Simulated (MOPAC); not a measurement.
MOPAC input (PM7):

```
PM7 PRECISE GNORM=0.05 LET XYZ GEO-OK AUX(PRECISION=9) THREADS=1
CsF

Cs   -0.00000000 1   -0.00000000 1   -0.33804873 1
F     0.00000000 1    0.00000000 1    2.06585338 1
```

From the last part of the output:

```
                                                       MOPAC v23.2.5 Linux

          FINAL HEAT OF FORMATION =        -80.69354 KCAL/MOL =    -337.62177 KJ/MOL

          COSMO AREA              =        201.06 SQUARE ANGSTROMS
          COSMO VOLUME            =        268.08 CUBIC ANGSTROMS

          GRADIENT NORM           =          0.00388          =       0.00274 PER ATOM
          IONIZATION POTENTIAL    =         10.054593 EV
          HOMO LUMO ENERGIES (EV) =        -10.055  2.986
          NO. OF FILLED LEVELS    =          4
          MOLECULAR WEIGHT        =        151.9038         POINT GROUP:  C*v

          MOLECULAR DIMENSIONS (Angstroms)

            Atom       Atom       Distance
            F     2   Cs     1     2.17456
            F     2   Cs     1     0.00000
           Cs     1    F     2     0.00000

          SCF CALCULATIONS        =          5

   ATOM   CHEMICAL          X               Y               Z
  NUMBER   SYMBOL      (ANGSTROMS)     (ANGSTROMS)     (ANGSTROMS)

     1      Cs          0.00000000  *   0.00000000  *  -0.22337687  *
     2       F          0.00000000  *   0.00000000  *   1.95118152  *

                             CARTESIAN COORDINATES

   1   Cs        0.000000000     0.000000000    -0.223376870
   2    F        0.000000000     0.000000000     1.951181520

           Empirical Formula: Cs F  =     2 atoms

      MOLECULAR POINT GROUP   :   C*v

                  EIGENVALUES
 -31.56074 -10.06837 -10.06837 -10.05459   2.98650   3.26809   3.26809   3.52755

              NET ATOMIC CHARGES AND DIPOLE CONTRIBUTIONS

  ATOM NO.   TYPE          CHARGE      No. of ELECS.   s-Pop       p-Pop
    1         Cs           0.914052        0.0859     0.08577     0.00018
    2          F          -0.914052        7.9141     1.98475     5.92930
 DIPOLE           X         Y         Z       TOTAL
 POINT-CHG.    -0.000    -0.000    -9.547     9.547
 HYBRID        -0.000    -0.000    -0.040     0.040
 SUM           -0.000    -0.000    -9.588     9.588

          ATOMIC ORBITAL ELECTRON POPULATIONS

     Atom    s        px        py        pz
    1 Cs   0.08577   0.00000   0.00000   0.00017
    2  F   1.98475   2.00000   2.00000   1.92930

 **********************
 *                    *
 * JOB ENDED NORMALLY *
 *                    *
 **********************

 == MOPAC DONE ==
```
